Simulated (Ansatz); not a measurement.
One geometry of CH$_{6}$AlFSSi (`F[CH](S)[AlH][SiH3]`), several functionals.

```yaml
crystal:
  periodic: [false, false, false]
  atoms:
    - {symbol: F, position_ang: [1.366362, -0.218830, 2.107791]}
    - {symbol: C, position_ang: [0.046693, -0.400094, 1.806498]}
    - {symbol: S, position_ang: [-0.847149, 1.215247, 1.625293]}
    - {symbol: Al, position_ang: [-0.738443, -0.769122, 0.033185]}
    - {symbol: Si, position_ang: [0.487369, 0.069890, -1.912463]}
    - {symbol: H, position_ang: [-0.457854, -0.860218, 2.661935]}
    - {symbol: H, position_ang: [-0.026576, 1.718235, 0.681199]}
    - {symbol: H, position_ang: [-2.080294, -1.612392, 0.043906]}
    - {symbol: H, position_ang: [1.374570, -0.970923, -2.506217]}
    - {symbol: H, position_ang: [-0.417515, 0.550987, -2.994831]}
    - {symbol: H, position_ang: [1.358235, 1.220421, -1.525694]}
basis:
  gaussian: {orbitals: def2-TZVPP}
hamiltonian: {xc: {name: r2SCAN0}, dispersion: d4}
output: {orbitals: {seedname: orbitals}}
```

```sh
$ ansatz run in.yaml --threads 4 --pin off --events-out ev --progress --plain
```

Output, abridged:

```
Functional definition: r2SCAN0
1596 factors; their error is unknown
mean field evaluation 1: about -29156.1516 eV, gradient 3.2e1 eV
mean field evaluation 2: about -29155.2555 eV, gradient 3.8e1 eV
mean field evaluation 4: about -29158.5158 eV, gradient 1.3e0 eV
mean field evaluation 8: about -29158.5194 eV, gradient 1.8e-2 eV
mean field evaluation 16: about -29158.5610 eV, gradient 6.9e-5 eV
mean field -29158.56098992 eV, -1071.5573519970 hartree, gradient 6.9e-5 eV, S^2 0.000000; 0 other end points of the search recorded, 0 dependent functions left out
reference -29158.56100176 eV, -1071.5573524322 hartree; 32, 32 occupied and 240, 240 virtual orbitals, 1596 factors
Total energy: -29158.64130787 eV, -1071.5603036272 hartree
```

Run time 5.5 s (4 threads of a server CPU on a shared host); peak host memory 0.84 GiB.

Changing it to `hamiltonian: {xc: pbe, dispersion: d4}` and forces (abridged; 2.5 s):

```
Functional definition: PBE
mean field evaluation 16: about -29146.8249 eV, gradient 5.2e-4 eV
mean field -29146.82485386 eV, -1071.1260569517 hartree, gradient 1.3e-5 eV, S^2 0.000000
Total energy: -29147.09717041 eV, -1071.1360644006 hartree
Atom 0 force     0.647250     0.041624     0.150731 eV/Å
Atom 1 force    -0.202757    -0.173591    -0.142353 eV/Å
Atom 2 force    -0.383944     0.223908     0.205558 eV/Å
Atom 3 force    -0.007926    -0.038719    -0.158652 eV/Å
Atom 4 force    -0.073712    -0.032442     0.113736 eV/Å
Atom 5 force    -0.146840    -0.104742     0.191809 eV/Å
Atom 6 force     0.169818     0.078698    -0.215138 eV/Å
Atom 7 force    -0.103008    -0.057791     0.001920 eV/Å
Atom 8 force     0.091624    -0.099296    -0.063452 eV/Å
Atom 9 force    -0.082011     0.048663    -0.113298 eV/Å
Atom 10 force     0.091507     0.113689     0.029140 eV/Å
Dipole moment:    -0.117723     0.042056     0.116389 e Å
```

The same input with `hamiltonian: {xc: {name: BHLYP}, dispersion: d4}` (abridged; 3.5 s):

```
Functional definition: BHLYP
mean field evaluation 16: about -29161.5461 eV, gradient 6.8e-5 eV
mean field -29161.54609165 eV, -1071.6670524621 hartree, gradient 6.8e-5 eV, S^2 0.000000
Total energy: -29161.91830949 eV, -1071.6807312156 hartree
```

The same input with `hamiltonian: {xc: {name: revPBE}, dispersion: d4}` (abridged; 2 s):

```
Functional definition: revPBE
mean field evaluation 16: about -29157.1579 eV, gradient 1.3e-4 eV
mean field -29157.15794506 eV, -1071.5057910495 hartree, gradient 3.9e-5 eV, S^2 0.000000
Total energy: -29157.88986137 eV, -1071.5326884779 hartree
```

Changing it to `hamiltonian: {xc: {name: B97M-V}}` (abridged; 8.5 s):

```
Functional definition: B97M-V
mean field evaluation 16: about -29156.1693 eV, gradient 1.8e-4 eV
mean field -29156.16926838 eV, -1071.4694578515 hartree, gradient 3.4e-5 eV, S^2 0.000000
Total energy: -29156.16934100 eV, -1071.4694605205 hartree
```

With the line `hamiltonian: {xc: {name: wB97M-V}}` and forces (abridged; 13 s):

```
Functional definition: wB97M-V
mean field evaluation 16: about -29160.2463 eV, gradient 9.2e-5 eV
mean field -29160.24630912 eV, -1071.6192863352 hartree, gradient 2.8e-5 eV, S^2 0.000000
Total energy: -29160.24636804 eV, -1071.6192885004 hartree
Atom 0 force     0.289725     0.079153     0.049744 eV/Å
Atom 1 force    -0.375668    -0.191774    -0.028064 eV/Å
Atom 2 force     0.053663     0.148594    -0.030083 eV/Å
Atom 3 force    -0.054575    -0.092677    -0.068413 eV/Å
Atom 4 force     0.047262     0.015708    -0.065208 eV/Å
Atom 5 force     0.055302     0.043535    -0.080181 eV/Å
Atom 6 force    -0.056288    -0.033228     0.076397 eV/Å
Atom 7 force     0.138221     0.089393    -0.004345 eV/Å
Atom 8 force    -0.097558     0.114130     0.063985 eV/Å
Atom 9 force     0.094434    -0.053565     0.119218 eV/Å
Atom 10 force    -0.094518    -0.119270    -0.033052 eV/Å
Dipole moment:    -0.155825     0.019349     0.091733 e Å
```
